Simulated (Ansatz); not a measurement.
`[F][Ge]([Br])([Br])[Br]` and `[F][Ge]([F])([Br])[Br]` differ in one atom or group.

Ansatz, PBE0-D4/def2-TZVP geometries, multiplicity 1. 

Scalar relativity is left out up to krypton. Spin–orbit coupling is left out; it splits and shifts lone-pair levels of the heavy atoms by tenths of an eV.

```
                                      property  `[F][Ge]([Br])([Br])[Br]`
          HOMO–LUMO gap (PBE0/def2-TZVPP) / eV                       6.36
       HOMO–LUMO gap (ωB97M-V/def2-TZVPP) / eV                      10.54
zero-point energy (PBE0-D4/def2-TZVP) / kJ/mol                       14.2
            HOMO energy (PBE0/def2-TZVPP) / eV                      -8.96
         LUMO energy (ωB97M-V/def2-TZVPP) / eV                      -0.62
            LUMO energy (PBE0/def2-TZVPP) / eV                      -2.60
```

Problem. What does the change do to each property? (Best estimate.)

Solution. Computed: 
```json
{"property": "HOMO–LUMO gap (PBE0/def2-TZVPP) / eV", "`[F][Ge]([F])([Br])[Br]`": "6.99", "shift": "0.63"}
{"property": "HOMO–LUMO gap (ωB97M-V/def2-TZVPP) / eV", "`[F][Ge]([F])([Br])[Br]`": "11.23", "shift": "0.69"}
{"property": "zero-point energy (PBE0-D4/def2-TZVP) / kJ/mol", "`[F][Ge]([F])([Br])[Br]`": "18.0", "shift": "3.8"}
{"property": "HOMO energy (PBE0/def2-TZVPP) / eV", "`[F][Ge]([F])([Br])[Br]`": "-9.31", "shift": "-0.35"}
{"property": "LUMO energy (ωB97M-V/def2-TZVPP) / eV", "`[F][Ge]([F])([Br])[Br]`": "-0.28", "shift": "0.34"}
{"property": "LUMO energy (PBE0/def2-TZVPP) / eV", "`[F][Ge]([F])([Br])[Br]`": "-2.32", "shift": "0.28"}
```

With PBE0 the HOMO falls by 0.35 eV and the LUMO rises by 0.28 eV, so the gap widens by about 0.63 eV. PBE moves the HOMO by -0.33 eV and ωB97M-V by -0.35 eV.
